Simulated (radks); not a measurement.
Q: Radial electron density D(r) = 4 pi r^2 rho(r) of an atom or ion with 43 electrons. Method: scalar-relativistic Kohn-Sham, LB94 model potential, spin-unpolarised, spherical densities, finite nucleus; Fermi nuclear charge, rms radius of each element as measured or else 0.836 A^(1/3) + 0.57 fm; computed with a radial shooting solver on a logarithmic mesh with Libxc functionals.

r (bohr)  D(r) (e/bohr)
0.003129          8.128
0.003585          10.07
0.004074          12.25
0.004668          14.99
0.005305          17.99
0.006078          21.65
0.006908          25.53
0.007914          30.07
0.008995          34.67
0.01031           39.74
0.01171           44.50
0.01342           49.27
0.01525           53.20
0.01747           56.43
0.01986           58.32
0.02275           58.91
0.02586           58.12
0.02963           56.15
0.03367           53.76
0.03858           51.50
0.04384           50.51
0.05023           51.52
0.05709           54.75
0.06541           60.26
0.07434           66.29
0.08517           71.73
0.0968            74.13
0.1109            72.51
0.126             67.17
0.1444            59.30
0.1641            52.59
0.188             49.03
0.2137            50.07
0.2448            54.34
0.2783            58.09
0.3188            58.01
0.3624            52.42
0.4151            41.77
0.4718            30.53
0.5406            21.12
0.6144            16.52
0.7039            15.61
0.8               16.39
0.9166            16.69
1.042             15.43
1.193             12.62
1.356             9.373
1.554             6.148
1.766             3.762
2.024             2.020
2.3               1.015
2.635            0.4295
2.995            0.1653
3.431           0.04967
3.9             0.01300
4.468          0.002411

What is the nuclear charge?

A: Z = 46. The innermost maximum, from 1s, lies near gamma/Z bohr with gamma = sqrt(1 - (Z/c)^2) = 0.942, here 0.0205 bohr (found: 0.0224), and its height grows with Z. The density is that of the palladium ion Pd3+ in [Kr] 4d7; the configuration itself is not fixed sharply by these data, and Z only to a few units. D(r) has 4 maxima, at r = 0.0224, 0.0984, 0.299, 0.881 bohr, and minima at 0.0442, 0.194, 0.687 bohr, inside which lie 2.01, 11.19, 29.25 electrons.
